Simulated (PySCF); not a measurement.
HI2Si, SMILES I[SiH]I (connectivity only; charge and spin as stated), charge +1, multiplicity 1.

Geometry: B3LYP-D3(BJ)/def2-SVP. The spin state was assumed, not searched. The isomer is the one that the SMILES or the coordinates give; other isomers of the formula were not compared. The def2 effective core potentials stand for the cores of I; spin–orbit coupling is left out.

Two levels are set side by side: TDA-PBE/def2-SVPD (PySCF) and TDA-B3LYP/def2-SVPD (PySCF). Vertical, same geometry. The lowest singlet is HOMO→LUMO 100 % with PBE and HOMO→LUMO 100 % with the other functional; states are paired by order. Differences are taken from unrounded values.

```csv
quantity,TDA-B3LYP
lowest singlet excitation (eV),3.17
lowest triplet excitation (TDA) (eV),3.00
first bright state (f over 0.05) (eV),3.97
its oscillator strength,0.07
```

Question: What does TDA-PBE give, and how far is it from TDA-B3LYP? (The exact figures need the calculation; the answer reports its results.)

Answer: 
| quantity | TDA-PBE | TDA-PBE minus TDA-B3LYP |
|---|---|---|
| lowest singlet excitation (eV) | 2.90 | -0.27 |
| lowest triplet excitation (TDA) (eV) | 2.71 | -0.29 |
| first bright state (f over 0.05) (eV) | 3.76 | -0.21 |
| its oscillator strength | 0.05 | -0.02 |

A lower first singlet is the usual sign of a functional without exact exchange. Differences between two approximate levels are no errors against the true value.

Rough cost on one machine, each run with all the roots and properties that it gave: TDA-B3LYP against TDA-PBE within a factor of 2.
